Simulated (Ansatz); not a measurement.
## What each rung costs, and what it gives

Saddle point of BH$_{4}$O$_{2}$F, closed shell (BH₃O₂ ([OH][BH][OH]) + HF → BH₂O₂F ([OH][B]([OH])[F]) + H₂; bonds formed: B1–F6, H2–H5; bonds broken: B1–H2, H5–F6), PBE0-D4/def2-TZVP structure:

B1  (0.013, 0.116, 0.110)
H2  (1.077, 0.631, -0.569)
O3  (-1.212, 0.339, -0.453)
O4  (0.232, 0.290, 1.440)
H5  (1.164, -0.372, -0.675)
F6  (0.619, -1.378, -0.430)
H7  (-1.302, 0.039, -1.358)
H8  (-0.590, 0.335, 1.935)
(Å)

Barriers are electronic and count from the start structure reached by relaxing down the imaginary mode.

Program: Ansatz 0.2.0. Basis: as named in each row. Cores are frozen in the correlated methods. B3LYP uses VWN-RPA correlation. Extrapolation: Hartree–Fock as exp(−7.88 √X), correlation as X^−2.97.

Times are rough, for one single point on 2 threads of a shared host (Arm Neoverse V1).

The estimate by CCSD(T) at an estimated basis limit (MP2 extrapolated from triple and quadruple zeta, plus CCSD(T) − MP2 in triple zeta) is 39.13 kcal/mol.

```
      method       basis  time (s)  barrier (kcal/mol)  method less estimate
          HF      STO-3G   under 1               66.87                 27.74
      PBE-D4      STO-3G   under 1               23.37                -15.76
       SPW92    def2-SVP   under 1               13.52                -25.60
      PBE-D4    def2-SVP   under 1               20.68                -18.45
    B3LYP-D4       6-31G   under 1               34.52                 -4.61
     PBE0-D4    def2-SVP   under 1               26.69                -12.43
       SPW92  def2-TZVPP         1               23.15                -15.98
      PBE-D4  def2-TZVPP         2               29.66                 -9.47
     BLYP-D4  def2-TZVPP         2               33.99                 -5.14
     PBE0-D4  def2-TZVPP         2               33.76                 -5.37
    BHLYP-D4  def2-TZVPP         2               41.15                  2.02
    B3LYP-D4  def2-TZVPP         2               36.72                 -2.41
     CCSD(T)    def2-SVP         2               35.30                 -3.83
CAM-B3LYP-D4  def2-TZVPP         2               36.65                 -2.48
   r2SCAN-D4  def2-TZVPP         3               30.98                 -8.15
     wB97M-V    def2-SVP         3               26.96                -12.17
  r2SCAN0-D4  def2-TZVPP         4               34.36                 -4.77
  RPA on PBE  def2-TZVPP         4               37.55                 -1.58
      B2PLYP  def2-TZVPP         4               37.60                 -1.53
    PBE-QIDH  def2-TZVPP         5               36.52                 -2.61
     wB97X-V  def2-TZVPP         6               35.74                 -3.39
     wB97M-V  def2-TZVPP         6               35.12                 -4.01
      B97M-V  def2-TZVPP         7               34.06                 -5.07
         MP2  def2-QZVPP        15               37.79                 -1.34
     CCSD(T)  def2-TZVPP        56               38.04                 -1.08
```

All methods are single points on the PBE0-D4 structures.

No T1 diagnostic of these runs exceeds 0.014.

Labels in which every atom is bracketed show which atoms are joined, not bond orders.
